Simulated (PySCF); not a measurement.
CH₄AlClO. Atoms are numbered in the order given.

```xyz
8

Al    -0.1065    -0.3917     0.0000
Cl     0.2889     1.6867     0.0000
C      1.3196    -1.6927     0.0000
H      1.9693    -1.5741     0.8833
H      0.9278    -2.7219     0.0000
H      1.9693    -1.5741    -0.8833
O     -1.7263    -0.9027     0.0000
H     -2.5011    -0.3341     0.0000
```
Charge 0, spin multiplicity 1.

Coordinates come from a r2SCAN-D4/def2-SVP optimisation. One conformer was computed; it need not be the lowest.

Method: B3LYP/pcSseg-1 (PySCF).

GIAO shieldings, no solvent; atoms alike by connectivity are averaged. δ = σ(ref) − σ: ³⁵Cl against HCl (σ = 933.3 ppm); ¹³C against TMS (σ = 181.3 ppm); ¹H against TMS (σ = 31.68 ppm); ¹⁷O against H2O (σ = 333.8 ppm), references at their B3LYP-D3(BJ)/def2-TZVP geometries, non-relativistic (without spin–orbit terms, shifts of atoms bonded to Cl or Br come out too high).

Q: Estimate the chemical shifts. (Estimate from the structure and the level; the computed values follow.)

A: 
```
nucleus       atoms  count  δ (ppm)
-------  ----------  -----  -------
³⁵Cl            Cl2      1     11.1
¹³C              C3      1    -13.5
¹H               H8      1     2.78
¹H       H4, H5, H6      3     0.07
¹⁷O              O7      1     65.7
```
